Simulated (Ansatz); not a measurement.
Compare A (`C[O][GeH]([F])[AlH2]`) with its isomer B (`[CH3][Al]([F])[O][GeH3]`).

Isolated molecules relaxed with PBE0-D4/def2-TZVP in Ansatz; ΔE leaves out vibrations. CBS: MP2 limit from def2 TZ/QZ plus the TZ coupled-cluster correction, frozen cores. Functionals use def2-TZVPP. B3LYP here is the variant with VWN-RPA as its local correlation; programs differ in this. For Ge outer-core shells are correlated without core-valence functions, which leaves a few kJ/mol of doubt a bond. Scalar relativity is left out up to krypton. Each species was taken in one conformer, which may not be the lowest.

A:

Z-matrix (Å, degrees):
```
C
O 1 1.411
H 1 1.095 2 111.4
H 1 1.098 2 111.9 3 -121.6
H 1 1.093 2 108.1 3 119.2
Ge 2 1.777 1 120.0 3 71.1
Al 6 2.498 2 103.1 1 179.3
F 6 1.757 2 106.3 1 -64.6
H 6 1.550 2 107.7 1 44.5
H 7 1.581 6 118.9 2 81.9
H 7 1.584 6 119.0 2 -97.0
```

B:

Z-matrix (Å, degrees):
```
C
Al 1 1.931
H 1 1.094 2 110.8
H 1 1.091 2 111.7 3 120.9
H 1 1.094 2 110.8 3 -118.2
F 2 1.654 1 119.3 3 58.6
O 2 1.676 1 122.9 3 -121.4
Ge 7 1.765 2 146.3 1 -179.9
H 8 1.539 7 108.7 2 -65.9
H 8 1.539 7 109.0 2 54.8
H 8 1.536 7 106.8 2 174.5
```

Question: Which isomer does CCSD(T)/CBS put lower? Give the gap. (Estimate.)

Answer: The calculation gave: B, by 85.2 kcal/mol.

Question: Give E(B) − E(A) in kcal/mol with B2PLYP, CCSD/def2-TZVPP, r2SCAN-D4, PBE-D4, B3LYP-D4, ωB97M-V, B3LYP. (Estimate.)

Answer: Computed: B2PLYP -84.7, CCSD/def2-TZVPP -84.9, r2SCAN-D4 -84.4, PBE-D4 -77.8, B3LYP-D4 -82.0, ωB97M-V -83.7, B3LYP -82.3. None reverses the order clearly.

Largest T1 diagnostic: 0.012.

From PBE to PBE0 (25 % exact exchange), in def2-TZVPP and without D4, E(B) − E(A) moves by −2.5 kcal/mol. In def2-TZVPP, CCSD(T) changes the Hartree–Fock value by −1.2 kcal/mol (the triples alone add +0.4 kcal/mol) and MP2 by −4.9 kcal/mol.
